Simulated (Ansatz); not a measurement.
Calculated with Ansatz (gas phase, PBE0-D4/def2-TZVP geometries, no zero-point term in ΔE). CCSD(T)/CBS is the MP2 limit (def2-TZVPP, def2-QZVPP) plus CCSD(T) − MP2 in def2-TZVPP, frozen cores. Functionals use def2-TZVPP. def2 core potentials past Kr. For Sn outer-core shells are correlated without core-valence functions, which leaves a few kJ/mol of doubt a bond. Each species was taken in one conformer, which may not be the lowest.

Consider the redistribution: `[CH3][Sn]([F])([F])[SH]` + `CO[SiH2][SiH](O)F` → `C[O][Sn]([CH3])([F])[SH]` + `O[SiH](F)[SiH2]F`.

| level | ΔE (kcal/mol) |
| --- | --- |
| PBE | -0.6 |
| MP2/def2-TZVPP | -2.2 |

**Question.** What does CCSD(T)/CBS give? (Estimate.)

**Answer.** Ansatz gave: -1.8 kcal/mol. The listed levels differ from it by 1.2, -0.4 kcal/mol.

Largest T1 diagnostic among the species: 0.013.

In def2-TZVPP, CCSD(T) changes the Hartree–Fock value by −2.7 kcal/mol (the triples alone add −0.4 kcal/mol) and MP2 by −3.1 kcal/mol.
